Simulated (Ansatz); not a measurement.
Computed with Ansatz on PBE0-D4/def2-TZVP structures; ΔE is electronic, products minus reactants. CBS: MP2 limit from def2 TZ/QZ plus the TZ coupled-cluster correction, frozen cores. This one scheme is used for every species. Functionals use def2-TZVPP. HSE06 is defined as in plane-wave codes. Triplets are unrestricted, without spin–orbit coupling. One conformer a species, not always the lowest.

Consider the formal loss of a carbene: `CC[Si]CC` → `CC[Si]C` + `[CH2]` (triplet).

CCSD(T)/CBS gives +4.38 eV.

(1) Another level gave +4.09 eV. Which?
A. BHLYP-D4/def2-TZVPP
B. HSE06/def2-TZVPP
C. LC-ωPBE/def2-TZVPP
D. r2SCAN/def2-TZVPP

(2) What do rigid-rotor, harmonic-oscillator terms from PBE0-D4/def2-TZVP frequencies (298.15 K, 1 bar) make of the CCSD(T)/CBS value? (An estimate is asked.)

Largest T1 diagnostic among the species: 0.011.

Results:

(1) D. r2SCAN 4.09, BHLYP-D4 4.17, HSE06 4.28, LC-ωPBE 4.23 eV.

(2) The calculation gave: ΔZPE = -0.33 eV, ΔH = +4.11 eV, ΔS = 166 J/(mol·K), ΔG = +3.60 eV. Open shells count their whole term as degenerate.

The D4 term adds +0.14 eV with B3LYP and +0.08 eV with PBE0; it sums over pairs of atoms, weighted by their polarisabilities, and B3LYP, whose exchange is more repulsive, gets the larger term. At CCSD(T), def2-SVP lies −0.17 eV from the extrapolated value and def2-TZVPP −0.11 eV.

B3LYP here is the variant with VWN-RPA as its local correlation; programs differ in this.
